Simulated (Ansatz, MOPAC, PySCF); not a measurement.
Dimer: H2O (SMILES O) (first 3 atoms) with CH3Br (SMILES CBr); geometry from B3LYP-D3(BJ)/def2-TZVP, rigid monomers moved along the line of their centres of mass till H2···Br5 is 3.06 Å.
(charge 0, multiplicity 1):
```xyz
8

O     -0.1663     0.1574     0.8280
H      0.7565    -0.0377     1.0393
H     -0.1380     0.9528     0.2865
C      0.9317    -0.0495     4.3567
Br     2.6609    -0.1926     3.4333
H      1.0049     0.7852     5.0444
H      0.7724    -0.9839     4.8826
H      0.1820     0.1172     3.5910
```

Counterpoise-corrected where a basis set is named; no monomer relaxation. Rows marked so take none.

Rows in 6-31G* carry no dispersion term and start afresh at each structure (6-31G* with six Cartesian d functions); the Pople sets are all-electron and without relativity. MP2/6-31G* freezes PySCF's default core, which leaves 3d correlated. The state that PM3 reach isn't checked.

Run with Ansatz (a quantum-chemistry and plane-wave program) with Gaussian orbitals; MOPAC for PM3 (differences of heats of formation); PySCF for 6-31G* rows, the dispersion terms. Each number belongs to the level named beside it.

Q: One of these levels gives -1.32 kcal/mol for the interaction energy. Name it.
A. B3LYP-D3(BJ)/def2-TZVPPD
B. MP2/6-31G*
C. PM3
D. M06-2X/6-31G* (no counterpoise)

A: C, PM3. The others give -3.12 (B3LYP-D3(BJ)/def2-TZVPPD), -4.15 (M06-2X/6-31G* (no counterpoise)), -2.50 (MP2/6-31G*)
